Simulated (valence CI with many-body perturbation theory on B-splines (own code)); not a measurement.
The numbers below are computed, except where a source is named.
## Tc²⁰⁺: configurations and terms from energies and g

Level of theory: valence CI with perturbative core correlation (CI+MBPT): five valence electrons over a frozen Dirac-Fock core [Ar], a basis of 7 s, 7 p, 8 d, 6 f, 4 g, 1 h functions for each j, with the one-electron correlation potential Σ1 (screened to all orders), the two-electron term Σ2, the three-electron term Σ3, Breit, model QED; selected single and double excitations, second order for the rest (own B-spline code, finite nucleus).

No measured levels were compared; by estimate terms of the open shell hold to 2 to 4 % of their energy, and close levels can change places. Core correlation moves these levels by up to 12000 cm⁻¹, and in measured spectra 5 to 20 % of such shifts remained as error; rates that hang on mixing are uncertain with them. Only levels of the ground parity were solved; by the run's estimate the other parity begins above the list, which can be wrong where configurations are misplaced.

| No. | J | Parity | E (cm⁻¹) | g |
| --- | --- | --- | --- | --- |
| 1 | 5/2 | even | 0.0 | 1.964 |
| 3 | 7/2 | even | 100300 | 1.043 |
| 4 | 11/2 | even | 101910 | 1.244 |
| 7 | 9/2 | even | 105460 | 1.168 |
| 8 | 1/2 | even | 114320 | 1.972 |
| 9 | 7/2 | even | 126320 | 1.349 |
| 11 | 1/2 | even | 139860 | 0.661 |
| 13 | 11/2 | even | 146160 | 0.971 |
| 14 | 13/2 | even | 156070 | 1.074 |

Energies count from the lowest level. Strongly mixed levels and levels close to another of their J and parity are left out, so the numbers can have gaps.

(1) Give configuration and LS term of each level.

## Answers

(1) 1: 3d5 6S; 3: 3d5 4G; 4: 3d5 4G; 7: 3d5 4G; 8: 3d5 4P; 9: 3d5 4D; 11: 3d5 4D; 13: 3d5 2I; 14: 3d5 2I.
